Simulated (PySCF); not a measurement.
# UHF on Ne (neon, neutral)

Configuration: [Ne], closed-shell 1S. Computed with PySCF 2.14 in aug-cc-pVDZ, with the non-relativistic Hamiltonian (point nucleus).

* Total energy: -128.496350 hartree
* One-electron energy: -182.4037 hartree
* Hartree (Coulomb) energy: 65.9921 hartree
* Exchange energy: -12.0847 hartree
* Kinetic energy: 128.41321 hartree
* ⟨S²⟩: 0.0000
* ⟨L²⟩: 0.000
* Sum of ⟨r⟩: 7.922 bohr
* Sum of ⟨r²⟩: 9.451 bohr²
* Density at the nucleus (Gaussians lack the cusp): 594 bohr⁻³
* Langevin diamagnetic susceptibility: -7.49 ×10⁻⁶ cm³/mol
* Time after the integrals: 0.07 s of wall time on 1 thread of Neoverse-N1 (shared host)

```json
{"shell": "1s", "electrons": "2", "mean orbital energy (hartree)": "-32.79495", "rms radius, mean of both spins (bohr)": "0.183"}
{"shell": "2s", "electrons": "2", "mean orbital energy (hartree)": "-1.94042", "rms radius, mean of both spins (bohr)": "0.985"}
{"shell": "2p", "electrons": "6", "mean orbital energy (hartree)": "-0.85304", "rms radius, mean of both spins (bohr)": "1.11"}
```
